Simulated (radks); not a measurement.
All-electron atom: Ti16+ in [He] 2s2 2p2 (the NIST ground configuration). Calculated with a radial shooting solver on a logarithmic mesh with Libxc functionals: scalar-relativistic Kohn-Sham, PBE, spin-unpolarised, spherical densities, finite nucleus; Fermi nuclear charge, rms radius 3.5921 fm.

Unscreened Slater integrals over Kohn-Sham orbitals (eV). Empty in this configuration: 3s.

F0(2p,2p): 95.428
F2(2p,2p): 45.568
F0(2p,2s): 87.258
G1(2p,2s): 49.691
F0(2p,1s): 129.51
G1(2p,1s): 23.411
F0(2p,3s): 44.468
G1(2p,3s): 4.6972
F0(2s,2s): 82.083
F0(2s,1s): 114.98
G0(2s,1s): 11.100
F0(2s,3s): 43.449
G0(2s,3s): 3.7086
F0(1s,1s): 369.33
F0(1s,3s): 50.836
G0(1s,3s): 2.5918
F0(3s,3s): 34.023

Derived for the open shells (J is the average intra-shell exchange parameter used in DFT+U). 2p: J = F2/5 = 9.114 eV; in LS coupling 1D lies 6 F2/25 = 10.94 eV above 3P.
